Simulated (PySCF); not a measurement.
C2H11NSi3, SMILES C[SiH2][Si@@H]1CN[SiH2]1. Atoms are numbered in the order given.

```xyz
17

C      3.1915     0.8719     0.4414
Si     1.6960    -0.0842     1.0861
Si     0.1173    -0.4976    -0.5938
C     -0.8344     1.1072    -1.1434
N     -2.1313     0.7674    -0.5466
Si    -2.1003    -0.8680     0.0627
H      3.7215     0.2973    -0.3344
H      3.9026     1.0823     1.2563
H      2.8838     1.8339     0.0019
H      1.0067     0.7062     2.1567
H      2.1396    -1.3801     1.6937
H      0.6947    -1.2819    -1.7332
H     -0.4011     2.0420    -0.7343
H     -0.8637     1.2152    -2.2467
H     -2.8947     1.4329    -0.6361
H     -2.9415    -1.8764    -0.6688
H     -2.4542    -1.0211     1.5130
```

Geometry optimised at r2SCAN-D4/def2-SVP. The structure was generated by enumeration; whether it is a known compound was not checked. One conformer was computed; it need not be the lowest.

Level of theory: PySCF 2.14.0 with r2SCAN-D4/def2-SVP.

Frequencies are harmonic and unscaled.

Computed vibrational spectrum:
| mode | ν (cm⁻¹) | IR (km/mol) | moving atoms (share of kinetic energy) |
|---|---|---|---|
| 1 | 38 | 0.1 | C 39 %, H 29 %, Si 22 %, N 9 % |
| 2 | 50 | 0.4 | Si 36 %, N 31 %, H 25 % |
| 3 | 75 | 0.4 | Si 36 %, H 28 %, C 25 %, N 11 % |
| 4 | 131 | 1.1 | H 52 %, C 22 %, Si 16 %, N 10 % |
| 5 | 164 | 0.1 | H 51 %, Si 29 %, C 19 % |
| 6 | 186 | 0.0 | H 56 %, Si 29 %, C 15 % |
| 7 | 357 | 11.9 | Si 51 %, H 44 % |
| 8 | 376 | 26.6 | H 56 %, Si 27 %, N 11 % |
| 9 | 427 | 52.3 | H 46 %, Si 38 %, N 11 % |
| 10 | 435 | 23.7 | H 70 %, Si 22 % |
| 11 | 469 | 19.4 | H 56 %, Si 41 % |
| 12 | 479 | 1.6 | Si 58 %, H 33 % |
| 13 | 587 | 17.3 | H 95 % |
| 14 | 625 | 63.2 | H 81 %, Si 12 % |
| 15 | 644 | 61.9 | H 65 %, C 28 % |
| 16 | 662 | 19.4 | H 84 %, Si 9 % |
| 17 | 678 | 26.9 | H 54 %, C 32 %, Si 14 % |
| 18 | 698 | 23.6 | H 39 %, C 30 %, Si 29 % |
| 19 | 731 | 30.4 | H 69 %, Si 15 %, C 14 % |
| 20 | 759 | 53.3 | H 64 %, N 16 %, Si 15 % |
| 21 | 824 | 61.2 | H 49 %, N 25 %, Si 20 % |
| 22 | 829 | 198.2 | H 64 %, C 14 %, Si 11 %, N 11 % |
| 23 | 878 | 130.1 | H 75 %, Si 12 %, C 12 % |
| 24 | 884 | 34.8 | H 79 %, C 17 % |
| 25 | 926 | 52.6 | H 96 % |
| 26 | 1000 | 169.3 | H 92 % |
| 27 | 1062 | 13.2 | C 34 %, H 33 %, N 33 % |
| 28 | 1163 | 22.1 | H 73 %, C 20 % |
| 29 | 1171 | 0.8 | H 89 % |
| 30 | 1251 | 12.3 | H 80 %, C 20 % |
| 31 | 1333 | 32.4 | H 65 %, N 23 %, C 11 % |
| 32 | 1431 | 2.5 | H 96 % |
| 33 | 1432 | 6.4 | H 96 % |
| 34 | 1477 | 4.4 | H 92 % |
| 35 | 2155 | 171.9 | H 96 % |
| 36 | 2175 | 155.1 | H 97 % |
| 37 | 2189 | 62.0 | H 97 % |
| 38 | 2195 | 96.4 | H 98 % |
| 39 | 2199 | 156.6 | H 96 % |
| 40 | 2974 | 69.4 | H 95 % |
| 41 | 3018 | 30.7 | H 90 %, C 10 % |
| 42 | 3036 | 5.8 | H 97 % |
| 43 | 3143 | 2.1 | H 91 %, C 9 % |
| 44 | 3147 | 2.3 | H 91 %, C 9 % |
| 45 | 3577 | 9.2 | H 93 % |
